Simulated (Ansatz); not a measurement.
`[Cl][Ti]([Cl])([Cl])[SeH]`, relaxed with RKS PBE0-D4/def2-TZVP in Ansatz from a GFN2-xTB geometry. The force threshold is 0.005 eV/Å; the program also tests the step.

Charge 0, multiplicity 1.

Start:

```xyz
6

Cl   -1.351    1.822    0.402
Ti    0.115    0.461   -0.270
Cl    0.599    0.872   -2.283
Cl    1.814    0.636    0.973
Se   -0.709   -1.756   -0.110
H    -0.468   -2.036    1.288
```

**Question.** How much energy does the relaxation release, and in how many steps? (Estimate.)

**Answer.** Computed: 16.03 kJ/mol, in 9 steps.

**Question.** Which bonds change most? (Estimate.)

**Answer.** The calculation gave: Cl1–Ti2 from 2.110 to 2.171 Å; Ti2–Cl4 from 2.112 to 2.171 Å; Ti2–Cl3 from 2.111 to 2.161 Å; Se5–H6 from 1.446 to 1.475 Å.

**Question.** Give the relaxed structure. (Best estimate.)

**Answer.** Ansatz gave: 
```xyz
6

Cl   -1.411    1.695    0.551
Ti    0.167    0.434   -0.244
Cl    0.556    0.810   -2.336
Cl    1.947    0.644    0.983
Se   -0.551   -1.846   -0.208
H    -0.708   -1.737    1.254
```
